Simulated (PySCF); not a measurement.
Part of a log for `CC(=S)[Si@H]1CC[SiH2]O1`: ground state, then the species with a core hole.

Method used: PySCF 2.14.0, delta-SCF UKS SCAN, pcX-2 on the ionised atom, pcseg-1 elsewhere, spin-free X2C. Atoms in this output count from 0. The cycles run on a coarse integration grid; for E(ground) and E(ion) the exchange–correlation energy is redone on a finer one, so they differ from the last cycle, and only they enter the binding energy.

Atom n of the output is atom n + 1 of `[CH3:1][C:2](=[S:3])[Si@H:4]1[CH2:5][CH2:6][SiH2:7][O:8]1`.

```
ground state, core basis on atom 7 (O), 205 functions
  cycle   1  E = -1212.96932417  |g| = 1.13e-01
  cycle   2  E = -1212.96650255  |g| = 1.41e-01
  cycle   3  E = -1212.96965043  |g| = 5.57e-02
  cycle   4  E = -1212.97011383  |g| = 2.00e-02
  cycle   5  E = -1212.97022439  |g| = 6.70e-03
  cycle   6  E = -1212.97023842  |g| = 7.24e-04
  cycle   7  E = -1212.97023838  |g| = 2.46e-04
  E(ground) = -1213.05851449 Eh
hole in O 1s of atom 7
  cycle   1  E = -1192.37395164  |g| = 2.23e+00
  cycle   2  E = -1190.81015513  |g| = 2.54e+00
  cycle   3  E = -1192.70049296  |g| = 8.45e-01
  cycle   4  E = -1192.69847928  |g| = 8.54e-01
  ...
  cycle   9  E = -1193.21948672  |g| = 3.04e-03
  cycle  10  E = -1193.21949362  |g| = 9.16e-04
  cycle  11  E = -1193.21949251  |g| = 2.46e-04
  E(ion) = -1193.30803081 Eh   <S^2> = 0.7627   hole on atom = 1.000
```

Task: What is the O 1s binding energy of atom 7?

Result: (-1193.308031 − (-1213.058514)) Eh × 27.2114 eV/Eh = 537.44 eV, for the siloxane oxygen.

Isolated species at its PBE0-D3(BJ)/def2-SVP geometry (one conformer only).
Labels such as C1 count atoms from 1, the log's own numbers from 0.
